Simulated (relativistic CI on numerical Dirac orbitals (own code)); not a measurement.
## What each ingredient does to the levels of Mo40+

Base calculation: Dirac-Coulomb-Breit CI, KLI orbitals optimised for each configuration, model QED (radiative potential, 1s self-energy scaled to tabulated hydrogen-like ionisation energies), unscaled Slater integrals.

Configurations in the expansion: 1s2, 1s 2s, 1s 2p, 1s 3s, 1s 3p, 1s 3d, 1s 4s, 1s 4p, 1s 4d, 1s 4f, 1s 5s, 1s 5p, 1s 5d, 1s 5f, 1s 5g, 1s 6s, 1s 6p, 1s 6d. Levels of other configurations are missing.

Variants: (1) P86 correlation estimate; (2) configuration mixing switched off. Shifts of the energy above 1s2 1S_0, in eV, for the lowest level and the first level of each name with at least 55 % of one term (blank where a level changes its place among those of its configuration and J or its character, or is not in the variant):

| Level | Base | Δ(1) | Δ(2) |
| --- | --- | --- | --- |
| 1s2 1S_0 | 0.0 | 0.0 | 0.0 |
| 1s 2s 3S_1 | 17848.2 | +1.8 | 0.0 |
| 1s 2p 3P°_0 | 17903.6 | +1.9 | 0.0 |
| 1s 2p 3P°_1 | 17905.1 | +1.9 | 0.0 |
| 1s 2s 1S_0 | 17906.7 | +1.8 | +0.2 |
| 1s 2p 3P°_2 | 18033.6 | +1.9 | 0.0 |
| 1s 2p 1P°_1 | 18061.0 | +1.9 | 0.0 |
| 1s 3s 3S_1 | 21187.0 | +2.1 | 0.0 |
| 1s 3p 3P°_0 | 21202.3 | +2.1 | 0.0 |
| 1s 3s 1S_0 | 21202.7 | +2.1 | -0.1 |
| 1s 3p 3P°_1 | 21202.7 | +2.1 | 0.0 |
| 1s 3p 3P°_2 | 21240.9 | +2.1 | 0.0 |
| 1s 3d 3D_2 | 21247.7 | +2.1 | 0.0 |
| 1s 3d 3D_1 | 21248.3 | +2.1 | 0.0 |
| 1s 3p 1P°_1 | 21248.6 | +2.1 | -0.1 |
| 1s 3d 3D_3 | 21260.5 | +2.1 | 0.0 |
| 1s 3d 1D_2 | 21261.3 | +2.1 | 0.0 |
| 1s 4s 3S_1 | 22343.5 | +2.4 | 0.0 |
| 1s 4p 3P°_0 | 22349.7 | +2.4 | 0.0 |
| 1s 4s 1S_0 | 22349.8 | +2.4 | -0.1 |
| 1s 4p 3P°_1 | 22349.9 | +2.4 | 0.0 |
| 1s 4p 3P°_2 | 22366.0 | +2.4 | 0.0 |

At this charge energies of transitions that change n are usually good to better than 1 %, and those within a shell (Δn = 0) to a few per cent.

Ionisation energy from the two ground configurations alone: base 23808.5 eV. The NIST ASD value (theoretical) is 23810.7 eV.

LS names give the leading component of a level, which can be under half, so a name can repeat, a term be missing and a line seem to break the LS rules.
